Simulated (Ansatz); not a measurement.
Correlation energies of CH7B2FOSi (`BB(CF)[SiH2]O`) by basis set

Cartesian coordinates in Å:
```
B -1.172 -0.598 1.682
B -0.193 -0.369 0.402
C 0.739 -1.452 -0.210
F 0.703 -2.698 0.412
Si -0.122 1.429 -0.516
O 0.959 1.311 -1.766
H -2.310 -0.953 1.550
H -0.811 -0.371 2.803
H 1.780 -1.099 -0.201
H 0.496 -1.597 -1.273
H -1.473 1.814 -1.022
H 0.296 2.492 0.445
H 1.109 2.089 -2.305
```

The species carries charge 0 and has multiplicity 1. The geometry is a stationary point of PBE0-D4/def2-TZVP. It is one conformer, not always the lowest. Frozen core, restricted reference, Ansatz. CBS rows extrapolate triple and quadruple zeta; past MP2 they add the triple-zeta difference.

| basis | HF (Eh) | MP2 corr. | CCSD corr. | (T) | CCSD(T) total |
| --- | --- | --- | --- | --- | --- |
| def2-TZVPP | -554.66003 | -0.97171 | -1.02783 | -0.03557 | -555.72343 |
| def2-QZVPP | -554.68125 | -1.04903 | – | – | – |
| CBS(def2) | -554.68417 | -1.10630 | -1.16242 | as TZ | -555.88216 |
